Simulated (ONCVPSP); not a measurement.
How hard is this samarium (Sm) ONCV potential?

```json
{
 "Element": "Sm (Z = 62)",
 "Generator": "ONCVPSP 4.0.1",
 "Type": "optimised norm-conserving Vanderbilt (ONCV)",
 "Functional": "PBEsol",
 "Relativity": "scalar-relativistic",
 "Frozen core": "[Kr] 4d10",
 "Valence charge": "16",
 "Reference configuration": "4f5 5s2 5p6 5d1 6s2",
 "Partial waves": "5s+6s: rc 2.60 bohr, ncon 4, nbas 7, qcut 6.1 1/bohr, 3 projectors, debl 2.5 Ha; 5p: rc 2.35 bohr, ncon 4, nbas 8, qcut 6.8 1/bohr, 2 projectors, debl 1.7 Ha; 5d: rc 3.45 bohr, ncon 4, nbas 8, qcut 4.6 1/bohr, 2 projectors, debl 0.8 Ha; 4f: rc 1.30 bohr, ncon 4, nbas 9, qcut 14.6 1/bohr, 2 projectors, debl 2.6 Ha",
 "Local potential": "polynomial inside 0.95 bohr (lpopt 1, dvloc0 1 Ha)",
 "Core correction": "none"
}
```

**Question.** For each optimised wave give the share of its norm inside rc, the residual kinetic energy above qcut (Ha) and the cutoffs (Ha) for errors of 10, 1, 0.1 and 0.01 mHa per electron.

**Answer.**

```tsv
wave	norm inside rc	residual KE	10 mHa	1 mHa	0.1 mHa	0.01 mHa
5s	0.985	1.9e-08	6.5	9.8	12.3	14.3
6s	0.123	1.4e-08	2.9	9.0	11.9	14.1
s projector 3	0.158	4.3e-07	9.7	13.1	15.3	16.7
5p	0.897	1.5e-08	4.9	11.1	14.9	17.6
p projector 2	0.103	7.8e-08	4.7	11.5	15.7	18.6
5d	0.737	1.0e-07	4.8	6.5	7.9	8.8
d projector 2	0.200	9.1e-07	5.2	7.0	8.4	9.5
4f	0.820	8.3e-07	72.0	82.9	91.3	98.6
f projector 2	0.067	1.1e-06	68.7	81.9	91.9	100.0
```

The occupied waves need 83 Ha and 91 Ha for 1 and 0.1 mHa. Note: ghosts flagged at negative energy: s at -31.5 eV; GHOST(+) flagged for d at 62.0 eV, p at 81.5 eV. A true bound ghost makes a file unfit for plane-wave use. 3 of 4 tests not solved or not reliable.
